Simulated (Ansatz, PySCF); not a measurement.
C2H7FGe, SMILES [GeH2]([F])[CH2]C. Atoms are numbered in the order given.

```xyz
11

Ge     0.5417     0.3810    -0.1459
F      1.2075    -0.8753     0.8899
C     -1.2309    -0.2521    -0.6832
C     -2.1272    -0.5810     0.5147
H      0.4836     1.6517     0.7288
H      1.5284     0.5340    -1.3220
H     -1.6831     0.5242    -1.3246
H     -1.0800    -1.1385    -1.3215
H     -1.6632    -1.3465     1.1558
H     -2.3073     0.3082     1.1408
H     -3.1091    -0.9621     0.1907
```

Geometry optimised at B3LYP-D3(BJ)/def2-SVP. Other conformers were not sampled.

Two levels are set side by side: PBE-D3(BJ)/def2-SVP (Ansatz, a quantum-chemistry and plane-wave program) and B3LYP-D3(BJ)/def2-SVP (Ansatz). Each level has its own optimised geometry; the coordinates shown are those of the second. Frequencies come from the Hessian of PySCF at each geometry. Differences are taken from unrounded values.

| quantity | B3LYP-D3(BJ) | PBE-D3(BJ) | PBE-D3(BJ) minus B3LYP-D3(BJ) |
|---|---|---|---|
| mean bond length (Å) | 1.385 | 1.392 | 0.007 |
| bond Ge1–F2 (Å) | 1.759 | 1.770 | 0.011 |
| bond Ge1–C3 (Å) | 1.957 | 1.962 | 0.004 |
| bond C3–C4 (Å) | 1.532 | 1.532 | 0.000 |
| bond Ge1–H5 (Å) | 1.544 | 1.555 | 0.011 |
| bond Ge1–H6 (Å) | 1.543 | 1.553 | 0.011 |
| bond C3–H7 (Å) | 1.104 | 1.112 | 0.008 |
| bond C3–H8 (Å) | 1.103 | 1.110 | 0.008 |
| bond C4–H9 (Å) | 1.101 | 1.109 | 0.008 |
| bond C4–H10 (Å) | 1.102 | 1.110 | 0.007 |
| bond C4–H11 (Å) | 1.102 | 1.109 | 0.007 |
| highest harmonic wavenumber (cm⁻¹) | 3118 | 3065 | -53 |
| mean harmonic wavenumber (cm⁻¹) | 1349 | 1314 | -35 |
| zero-point energy (kcal/mol) | 52.08 | 50.72 | -1.35 |

Exact exchange shortens and stiffens bonds; PBE has none. Differences between two approximate levels are no errors against the true value.
